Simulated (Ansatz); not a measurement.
`F[SiH](Cl)[O][GeH3]` + H₂ → `F[SiH2][O][GeH3]` + HCl at 400 K and 1 bar (hydrogenolysis of the Si–Cl bond).

Program: Ansatz. Geometries: PBE0-D4/def2-TZVP. ΔE: electronic, gas phase. CCSD(T)/CBS is the MP2 limit (def2-TZVPP, def2-QZVPP) plus CCSD(T) − MP2 in def2-TZVPP, frozen cores. This one scheme is used for every species. For Ge outer-core shells are correlated without core-valence functions, which leaves a few kJ/mol of doubt a bond. Scalar relativity is left out up to krypton. Each species was taken in one conformer, which may not be the lowest.

```
              species  CCSD(T)/CBS energy (Eh)  H − E (kJ/mol)  S (J/(mol·K))
`F[SiH](Cl)[O][GeH3]`              -3002.53092           146.1          426.1
                   H₂                 -1.17544            38.0          139.0
   `F[SiH2][O][GeH3]`              -2543.28863           158.4          390.3
                  HCl               -460.38127            29.6          195.4
```

H − E and S are ideal-gas, rigid-rotor, harmonic terms from PBE0-D4/def2-TZVP, for one conformer and one mirror image of each species. The MP2-based limit puts H₂ 0.8 mEh under its directly extrapolated value; such offsets cancel only in part. 1 Eh = 2625.50 kJ/mol, R = 8.31446 J/(mol·K).

Question: By hand: ΔE, ΔH, ΔS and ΔG.

Answer: ΔE = (-2543.28863) + (-460.38127) − (-3002.53092) − (-1.17544) = 0.03646 Eh = 95.7 kJ/mol. Δ(H − E) = 158.4 + 29.6 − 146.1 − 38.0 = 3.9, so ΔH = 99.6 kJ/mol. ΔS = 390.3 + 195.4 − 426.1 − 139.0 = 20.6 J/(mol·K). ΔG = 99.6 − 400 × (20.6)/1000 = 91.4 kJ/mol.

Question: By hand: the equilibrium constant, and the temperature at which ΔG would vanish if ΔH and ΔS stayed fixed.

Answer: log₁₀ K = −ΔG/(RT ln 10) = -11.9. ΔG = 0 at ΔH/ΔS = 4835 K, far beyond where these terms or the molecules hold.

ΔH outweighs TΔS. A doubt of 5 kJ/mol in ΔE shifts log₁₀ K by 0.7 here. Other conformers and mirror images would add mixing entropy, several J/(mol·K) or more a flexible species. Modes under 60 cm⁻¹, often nearly free rotors, make the harmonic entropy too high. These are equilibria of isolated gas molecules and say nothing of rates. Largest T1 diagnostic: 0.012 (customary marks: 0.02 for closed shells, 0.045 for open ones).
